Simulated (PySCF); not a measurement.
# Electron correlation in C⁺ (carbon, charge +1)

[He] 2s2 2p1, 2P determinant. Calculation: PySCF 2.14, in x2c-SVPall (3s2p1d, 14 functions); scalar relativity by spin-free X2C-1e. Frozen: 1s2; 3 electrons correlated.

MP2 pair energies summed by pair of shells (mhartree):

```csv
pair,energy,share (%)
2s-2s,-25.82,61.8
2s-2p,-15.99,38.2
```

Total MP2 correlation energy: -41.80 mhartree.

Same-spin part -2.37 and opposite-spin part -39.43 mhartree; SCS-MP2 scales them by 1/3 and 6/5 to -48.11 mhartree.

```
  level  correlation energy (mhartree)
   CCSD                         -66.64
    (T)                          -0.74
CCSD(T)                         -67.38
```

Diagnostics: T1 = 0.0083, D1 = 0.0155, largest double amplitude 0.141.

**Question.** Is a single reference adequate?

**Answer.** Mostly. T1 lies below 0.03, but a double amplitude of this size points to a near-degeneracy that CCSD handles and MP2 describes poorly.
